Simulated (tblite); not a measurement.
C₅H₁₂N₂OSi.
Z-matrix (Å and degrees, GFN2-xTB geometry), rows numbered from 1:
```
C 
C   1  1.5168
O   2  1.2125  1  123.54
N   2  1.3508  1  113.39  3  -179.91
C   4  1.4458  2  123.64  1   179.22
C   5  1.5319  4  109.65  2  -120.37
N   6  1.4507  5  106.14  4   -77.03
Si  7  1.7185  6  114.18  5   -32.19
C   5  1.5310  4  110.25  2   121.65
H   1  1.0880  2  109.67  3   113.67
H   1  1.0874  2  110.47  3  -126.37
H   1  1.0859  2  109.26  3    -5.86
H   4  1.0075  2  120.43  1     1.15
H   5  1.0940  4  105.91  2    -0.29
H   6  1.0946  5  110.46  4    42.42
H   6  1.0978  5  109.79  4   161.60
H   7  1.0059  6  114.28  5   174.47
H   8  1.4665  7  116.95  6  -105.72
H   8  1.4667  7  108.74  6   127.41
H   9  1.0873  5  110.16  4   -39.27
H   9  1.0889  5  109.33  4  -156.62
```

Calculated harmonic vibrations of the isolated species, GFN2-xTB (tblite), most abundant isotopes, no scaling. The method is semi-empirical: single wavenumbers can be off by several per cent or more. Modes of hydrogen on silicon can be 10 to 20 % off. One conformer, not necessarily the lowest.

Harmonic wavenumbers (cm⁻¹): 29.2, 68.1, 78.1, 88.2, 145.1, 198.3, 291.5, 364.8, 416.3, 426.2, 465.4, 484.3, 519.6, 535.7, 588.2, 603.7, 654.8, 684.1, 757.2, 795.4, 808.4, 858.8, 922.3, 928.5, 987.7, 991.7, 1001.3, 1041.5, 1070.6, 1129.5, 1140.7, 1184.6, 1190.5, 1223.7, 1246.7, 1281.8, 1292.9, 1348.8, 1370.6, 1427.5, 1460.8, 1472.6, 1479.4, 1493.5, 1750.3, 2214.0, 2240.6, 2878.1, 2941.5, 2957.9, 2999.9, 3023.7, 3025.5, 3031.6, 3066.8, 3461.6, 3484.9.

A = 2899, B = 752.9, C = 736.2 MHz; mass 144.072 u (most abundant isotopes); point group C1, symmetry number 1.

Q: What is the zero-point energy?

A: Half the sum of the wavenumbers: 36812 cm⁻¹ = 440.38 kJ/mol.

Q: Give the ideal-gas entropy at 400 K and 1 bar in the rigid-rotor, harmonic-oscillator model (classical rotation).

A: Translation 176.95, rotation 127.86, vibration 187.65: S = 492.5 J/(mol K).

Q: And Cp and H(400 K) − H(0)?

A: Cp = 224.86 J/(mol K), of which vibrations give 191.60 (their classical limit is 57 R = 473.9); H(400 K) − H(0) = 51.44 kJ/mol without the zero-point energy, 38.13 from vibrations.

Q: Blend soft modes into free rotors: weight 1/[1 + (100 cm⁻¹/ν̃)⁴] for the oscillator and the rest for a rotor with moment μB/(μ + B), μ = h/(8π²ν), B = 10⁻⁴⁴ kg m². What vibrational entropy results?

A: 168.13 J/(mol K) in place of 187.65, which changes −T·S at 400 K by +7.81 kJ/mol.

Q: How do the functions run with temperature in this model?

A: 
```json
{"T (K)": "150", "S (J/(mol K))": "341.4", "Cp (J/(mol K))": "102.1", "H − H(0) (kJ/mol)": "10.42", "G − H(0) (kJ/mol)": "-40.79", "ln q(vib)": "3.97"}
{"T (K)": "250", "S (J/(mol K))": "404.9", "Cp (J/(mol K))": "151.6", "H − H(0) (kJ/mol)": "23.06", "G − H(0) (kJ/mol)": "-78.16", "ln q(vib)": "6.82"}
{"T (K)": "298.15", "S (J/(mol K))": "433.7", "Cp (J/(mol K))": "176.2", "H − H(0) (kJ/mol)": "30.96", "G − H(0) (kJ/mol)": "-98.35", "ln q(vib)": "8.19"}
{"T (K)": "600", "S (J/(mol K))": "598.5", "Cp (J/(mol K))": "298.1", "H − H(0) (kJ/mol)": "104.22", "G − H(0) (kJ/mol)": "-254.85", "ln q(vib)": "16.80"}
{"T (K)": "900", "S (J/(mol K))": "733.5", "Cp (J/(mol K))": "366.9", "H − H(0) (kJ/mol)": "204.87", "G − H(0) (kJ/mol)": "-455.32", "ln q(vib)": "24.94"}
```

q(vib) and H(0) count from the zero-point level.

Hindered rotation and anharmonicity are outside this model. Other conformers, if any are populated, would add a mixing term that is left out. The structure is chiral; the term R ln 2 for an equal mix with its mirror image is left out.
